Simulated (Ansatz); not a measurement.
CH₅NSSi (`CS[Si]N`), relaxed with RKS PBE0-D4/def2-TZVP in Ansatz 0.2.0 from a PBE-D4/def2-SVP geometry. The force threshold is 0.005 eV/Å; the program also tests the step.

The species carries charge 0 and has multiplicity 1.

Start:

```xyz
9

C     1.793   -0.363   -0.803
S     0.688   -0.026    0.624
Si   -1.223    0.145   -0.408
N    -2.207    0.442    0.994
H     2.600    0.395   -0.822
H     1.232   -0.319   -1.759
H     2.241   -1.369   -0.693
H    -1.910    0.505    1.973
H    -3.215    0.591    0.895
```

```json
{"step": "1", "energy (eV)": "-21314.0235", "largest force (eV/Å)": "0.828", "largest move (Å)": "0.000"}
{"step": "2", "energy (eV)": "-21314.0713", "largest force (eV/Å)": "0.358", "largest move (Å)": "0.040"}
{"step": "3 (rejected)", "energy (eV)": "-21314.0658", "largest force (eV/Å)": "0.274", "largest move (Å)": "0.084"}
{"step": "4", "energy (eV)": "-21314.0777", "largest force (eV/Å)": "0.067", "largest move (Å)": "0.026"}
{"step": "5 (rejected)", "energy (eV)": "-21314.0774", "largest force (eV/Å)": "0.070", "largest move (Å)": "0.011"}
{"step": "6", "energy (eV)": "-21314.0785", "largest force (eV/Å)": "0.031", "largest move (Å)": "0.005"}
{"step": "7", "energy (eV)": "-21314.0790", "largest force (eV/Å)": "0.009", "largest move (Å)": "0.021"}
{"step": "8", "energy (eV)": "-21314.0791", "largest force (eV/Å)": "0.002", "largest move (Å)": "0.005"}
```

End:

```xyz
9

C     1.770   -0.362   -0.794
S     0.680   -0.056    0.622
Si   -1.194    0.164   -0.389
N    -2.179    0.445    0.980
H     2.541    0.408   -0.826
H     1.203   -0.339   -1.726
H     2.238   -1.339   -0.683
H    -1.892    0.481    1.946
H    -3.168    0.598    0.870
```

Hardware: 4 threads of an Arm Neoverse V1 on a shared host. Wall time 21 s, peak host memory 0.36 GiB.
